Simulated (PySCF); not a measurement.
Run record: geometry optimisation, `OC1=CC=CC=C1Br` (2-bromophenol).

Method: PBE/def2-SV(P) geometry optimisation, gas phase (PySCF 2.14.0). Start geometry: GFN2-xTB. A driver script takes a list of jobs; this job's settings line and coordinates (Å) are shown.

Input:
```
{"job": {"xc": "PBE", "basis": "def2-SV(P)", "grid": 1, "kind": "geom"}, "charge": 0, "multiplicity": 1}
O      2.245762    -0.779666    -0.639501
C      0.999427    -0.387642    -0.313377
C     -0.082713    -1.143134    -0.762089
C     -1.376038    -0.775032    -0.449303
C     -1.622243     0.352429     0.317991
C     -0.563132     1.115890     0.774149
C      0.729090     0.743457     0.456233
Br     2.204860     1.799701     1.085919
H      2.898684    -0.168866    -0.261861
H      0.127126    -2.018262    -1.355823
H     -2.198704    -1.374159    -0.807564
H     -2.632601     0.639201     0.563660
H     -0.733906     1.996569     1.373837
```

Output:
```
step   0  E = -2879.71726014  max force = 0.015368
step   1  E = -2879.72127327  max force = 0.002307
step   2  E = -2879.72129510  max force = 0.000736
step   3  E = -2879.72129567  max force = 0.000732
step   4  E = -2879.72130164  max force = 0.000100
optimisation converged
```

Energies in Eh; «max force» is the largest Cartesian gradient component in Eh/bohr.

Q: How much energy does the optimisation release, in kJ/mol?

A: E(step 0) − E(last step) = 0.004042 Eh, which is 10.6 kJ/mol.

Q: Give the first gradient maximum in eV/Å.

A: With 1 Eh/bohr = 51.422 eV/Å, 0.790 eV/Å.

In short: final energy -2879.72130 Eh after 4 steps; dipole 0.63 D.

Q: Where do the atoms end?

A: 0.032 Å rms from the input after alignment:
```
atom  x, y, z in Å
O1     2.3972   -0.6765   -0.6324
C2     1.1481   -0.2885   -0.2916
C3     0.0511   -1.0559   -0.7376
C4    -1.2587   -0.6867   -0.4088
C5    -1.5073    0.4560    0.3722
C6    -0.4300    1.2325    0.8275
C7     0.8782    0.8576    0.4950
Br8    2.3758    1.8896    1.0960
H9     3.0322   -0.0295   -0.2323
H10    0.2641   -1.9476   -1.3481
H11   -2.0992   -1.3019   -0.7695
H12   -2.5379    0.7474    0.6301
H13   -0.5994    2.1310    1.4408
```

Time: 92 s; peak memory 0.63 GiB. Hardware: one thread, Arm Neoverse N1 (aarch64), no GPU (shared host).
Labels such as C1 count atoms from 1, the log's own numbers from 0.
